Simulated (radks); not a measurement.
Results of a calculation; reference values are marked as such.
Valence configurations of the terbium ion Tb+ (all share [Xe]). Code: a radial shooting solver on a logarithmic mesh with Libxc functionals. Model: scalar-relativistic Kohn-Sham, BLYP, spin-polarised, spherical densities, finite nucleus; open shells are filled with parallel spins first (spin-orbit coupling, left out, can overturn this in heavy ions); Fermi nuclear charge, rms radius 5.06 fm. Energies are relative to 4f9 6s1; eigenvalues in eV for spin up.

\begin{tabular}{lrrrrrr}
valence & E (eV) & moment (Bohr magnetons) & e(4f) & e(5d) & e(6p) & e(6s) \\ \hline
4f9 6s1 & 0.000 & 6 & -10.537 & - & - & -9.077 \\
4f9 5d0.5 6s0.5 & 0.959 & 6 & -9.687 & -6.686 & - & -8.673 \\
4f8.5 5d1 6s0.5 & 1.091 & 7 & -12.568 & -7.385 & - & -9.041 \\
4f9 5d1 & 1.983 & 6 & -8.909 & -6.182 & - & - \\
4f9 6p1 & 3.504 & 6 & -11.824 & - & -6.256 & - \\
4f8 6s1 6p1 & 4.795 & 8 & -20.298 & - & -7.225 & -11.377 \\
4f8.5 6p1.5 & 5.347 & 7 & -16.453 & - & -7.031 & - \\
4f7 5d2 6s1 & 7.066 & 10 & -23.870 & -10.188 & - & -10.367 \\
4f7 5d2 6p1 & 11.193 & 10 & -25.118 & -11.178 & -6.900 & - \\
4f7 5d1 6p2 & 16.110 & 10 & -28.838 & -13.621 & -8.059 & - \\
\end{tabular}

NIST lists [Xe] 4f9 6s1 as the ground configuration; this level of theory agrees among the configurations tried. The energies are those of spherical high-spin densities, not of single terms.
